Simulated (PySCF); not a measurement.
[BiF3]2+ at several levels of theory

Computed with PySCF 2.14.0 (density fitting, no spin-orbit coupling) at the geometry relaxed with r2SCAN:

```xyz
4
[BiF3]2+ (singlet)
Bi   -0.0415    0.0000    0.0000
F     1.9368   -0.0017    0.0000
F    -0.9460    1.7591    0.0000
F    -0.9494   -1.7574    0.0000
```

| level | basis | state | HOMO (eV) | gap (eV) | charge on Bi1 (e) | dipole about the centre of mass (D) | largest force component (eV/Å) |
| --- | --- | --- | --- | --- | --- | --- | --- |
| r2SCAN | Bi def2-SVP with ECP60, F def2-SVP | singlet | -24.41 | 1.92 | 2.18 | 0.27 | 0.05 |
| B3LYP | the same | singlet | -25.67 | 3.77 | 2.17 | 0.28 | 0.08 |
| CAM-B3LYP | the same | singlet | -27.52 | 6.83 | 2.18 | 0.30 | 0.61 |
| TPSS | the same | singlet | -23.97 | 1.67 | 2.11 | 0.25 | 0.38 |
| r2SCAN | Bi def2-TZVP with ECP60, F def2-TZVP | singlet | -24.36 | 1.95 | 2.15 | 0.26 | 1.25 |
| r2SCAN | Bi x2c-SVPall, F x2c-SVPall | singlet | -24.41 | 1.90 | 2.24 | 0.28 | 0.52 |

Charges are Mulliken's, which hang on the basis. The relaxation used the grid (50, 194), these runs (75, 302) or, all-electron (x2c bases, spin-free X2C Hamiltonian), (99, 590).

Question: What does TPSSh with Bi def2-SVP with ECP60, F def2-SVP give here?

Answer: state singlet, HOMO (eV) -24.86, gap (eV) 2.82, charge on Bi1 (e) 2.17, dipole about the centre of mass (D) 0.27, largest force component (eV/Å) 0.07. Time: 3.8 s on 2 threads of Intel(R) Xeon(R) Platinum 8259CL CPU @ 2.50GHz (Skylake/Cascade Lake) (shared host), from an already converged density.

In the first row's basis the gap widens with exact exchange: 1.7 to 1.9 eV for TPSS, r2SCAN (none); 2.8 to 3.8 eV for TPSSh, B3LYP (a fixed share); 6.8 eV for CAM-B3LYP (rising or full at long range).

No frequency check is given that shows the relaxed geometry to be a minimum.
